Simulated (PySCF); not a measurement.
# Gas-phase XPS of (H2Ga-mu-NH2)2, computed

Compound: (H2Ga-mu-NH2)2.
Bonds: Ga1–N4, Ga1–N8, N4–Ga5, Ga5–N8. Hydrogens: H2, H3 on Ga1; H9, H10 on N4; H6, H7 on Ga5; H11, H12 on N8.

Computed, not measured: delta-SCF UKS SCAN, pcX-2 on the ionised atom, pcseg-1 elsewhere, spin-free X2C in PySCF. Binding energies are ΔSCF values: E(core-ionised, relaxed orbitals) − E(ground state) at a fixed geometry, referred to the vacuum level.

**Question.** List the computed XPS lines with their assignment.

**Answer.** 
```csv
atom(s),environment,level,binding energy (eV),count
N4/N8,nitrogen bonded to 2 Ga and 2 H,N 1s,404.97,2
```

**Question.** Which photon wavelength matches the N 1s of N4/N8 threshold?

**Answer.** λ = hc/E = 12398.42 eV Å / 404.97 eV = 30.616 Å.

**Question.** Give the binding energy of N 1s of N4/N8 in hartree and in kJ/mol.

**Answer.** 404.97 eV = 14.8824 Eh = 39074 kJ/mol.

Atoms equivalent by their bonding share one computed value, that of the first of them. No level of gallium is listed. One conformer (not necessarily the lowest) at the PBE0-D3(BJ)/def2-SVP geometry, without solvent, vibrations or thermal averaging.
